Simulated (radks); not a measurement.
Polarisability of the magnesium ion Mg3+, [He] 2s2 2p5, at imaginary frequency. Method: scalar-relativistic Kohn-Sham, exchange-only LDA, spin-unpolarised, spherical densities, finite nucleus; Fermi nuclear charge, rms radius 3.057 fm; computed with a radial shooting solver on a logarithmic mesh with Libxc functionals. Response by self-consistent Sternheimer equations with the Hartree and adiabatic exchange-only LDA kernel, the relativistic mass of each level held fixed and spin-orbit coupling left out.

| w (hartree) | alpha1(iw) (bohr^3) |
|---|---|
| 0.00266 | 0.3659 |
| 0.0143 | 0.3659 |
| 0.0360 | 0.3658 |
| 0.0697 | 0.3656 |
| 0.118 | 0.3651 |
| 0.186 | 0.3640 |
| 0.280 | 0.3616 |
| 0.413 | 0.3570 |
| 0.605 | 0.3479 |
| 0.892 | 0.3312 |
| 1.35 | 0.3015 |
| 2.12 | 0.2515 |
| 3.59 | 0.1748 |
| 6.94 | 0.08411 |
| 17.5 | 0.01997 |

Static values: alpha1 = 0.3659 bohr^3 (0.05422 angstrom^3; uncoupled 0.4337). C6 = 0.3420, triple-dipole C9 = 0.08843 atomic units. One-pole (London) frequency 4 C6 / (3 alpha1^2) = 3.406 hartree, against 3.465 for minus the highest occupied eigenvalue.
